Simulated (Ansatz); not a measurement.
System: silicic acid, sum formula H$_{4}$SiO$_{4}$ (charge 0, singlet). 
Geometry from a B3LYP-D3(BJ)/def2-TZVP (Ansatz, a program for electronic structure) optimisation:
SMILES: O[Si](O)(O)O
```xyz
9

Si     0.0000     0.0000     0.0000
O      1.0070    -0.0221    -1.2898
O     -1.4696     0.1493    -0.7044
O      0.1298    -1.3336     0.9396
O      0.3327     1.2064     1.0545
H      1.9177    -0.2768    -1.1241
H     -2.2079     0.3566    -0.1267
H     -0.1937    -2.1579     0.5689
H      0.4839     2.0782     0.6818
```
Charge 0, spin multiplicity 1.

Parts of the frozen-core correlation energy in cc-pVTZ (Ansatz, hartree). Frozen orbitals: 9; correlated occupied orbitals by spin: 16 and 16; virtual: 185 and 185. Spin-orbit coupling is left out. No relativistic terms.

```json
[
 {"term": "reference (HF)", "value": "-591.08044"},
 {"term": "MP2 opposite-spin", "value": "-0.80155"},
 {"term": "MP2 same-spin", "value": "[?]"},
 {"term": "CCSD correlation", "value": "[?]"},
 {"term": "(T)", "value": "[?]"},
 {"term": "T1 diagnostic", "value": "0.011"},
 {"term": "largest doubles amplitude", "value": "0.014"}
]
```

Some entries are withheld; supply them.


- MP2 same-spin, value: -0.27753
- CCSD correlation, value: -1.08906
- (T), value: -0.03765
